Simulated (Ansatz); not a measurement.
A nudged elastic band was laid between two geometries of CH5AlF2O (10 atoms, charge 0, multiplicity 1).

All numbers below come from Ansatz 0.2.0, RKS B3LYP/def2-SVP.

```
movable images  : 7
climbing image  : yes
spring          : 0.5 eV/Å²
optimiser       : quadratic models (default)
start path      : through a guess of the saddle point
force threshold : 0.05 eV/Å
iteration limit : 60
end points      : relaxed
```

First end point:

```xyz
10
Properties=species:S:1:pos:R:3
Al 0.140 -0.798 0.195
C 1.230 0.704 -0.401
F -0.614 -1.795 -0.946
F 0.529 -1.581 1.622
H -1.800 0.939 0.476
O -1.650 -0.009 0.608
H 1.358 1.465 0.389
H 2.244 0.361 -0.669
H 0.821 1.208 -1.294
H -2.256 -0.494 0.020
```

Last end point:

```xyz
10
Properties=species:S:1:pos:R:3
Al -0.415 -1.166 0.288
C 0.888 1.061 -0.346
F -0.323 -1.662 -1.294
F 0.769 -1.667 1.340
H -0.188 1.080 -0.096
O -1.845 -0.520 0.926
H 1.300 2.016 0.009
H 1.436 0.264 0.185
H 1.023 0.956 -1.429
H -2.645 -0.362 0.417
```

(1) Which bonds break or form, and what moves?

(2) Give the energies along the band, and the barrier.

(3) What is the geometry of the highest image?

Answers

(1) Bonds broken: Al1–C2, H5–O6. Bonds formed: C2–H5. CH5AlF2O becomes AlF2HO + CH4.

(2) The run converged. The highest image is number 4 of 0 to 8, 93.2 kJ/mol above the first end and 125.4 kJ/mol above the last; the last end lies 32.2 kJ/mol below the first. Another band between the same ends (7 images) ends at a top of the same energy, where a vibrational analysis finds 2 clearly imaginary modes. The orbitals stay closed-shell, which can raise the energy where a bond breaks towards radicals; this wasn't checked here.

| image | path coordinate (Å) | energy (kJ/mol) | Al1–C2 (Å) | H5–O6 (Å) | C2–H5 (Å) |
| --- | --- | --- | --- | --- | --- |
| 0 | 0.00 | 0.0 | 1.95 | 0.97 | 3.16 |
| 1 | 0.48 | 2.5 | 1.95 | 0.97 | 2.81 |
| 2 | 0.95 | 14.2 | 1.96 | 0.97 | 2.38 |
| 3 | 1.43 | 46.1 | 1.99 | 1.00 | 1.93 |
| 4 | 1.90 | 93.2 | 2.10 | 1.22 | 1.48 |
| 5 | 2.41 | 12.5 | 2.34 | 1.73 | 1.15 |
| 6 | 2.92 | -25.7 | 2.61 | 2.17 | 1.10 |
| 7 | 3.43 | -31.0 | 2.67 | 2.42 | 1.11 |
| 8 | 3.93 | -32.2 | 2.66 | 2.52 | 1.11 |

(3) 
```xyz
10
Properties=species:S:1:pos:R:3
Al -0.063 -1.014 0.249
C 0.797 0.820 -0.314
F -0.322 -2.000 -1.068
F 0.657 -1.667 1.597
H -0.611 0.697 0.120
O -1.521 0.050 0.605
H 1.037 1.644 0.377
H 1.738 0.231 -0.367
H 0.651 1.220 -1.329
H -2.364 0.017 0.130
```

Time of the run: 58 s on 2 threads of AMD EPYC 9R45 96-Core Processor (Zen 5), on a shared host, peak memory 0.23 GiB.
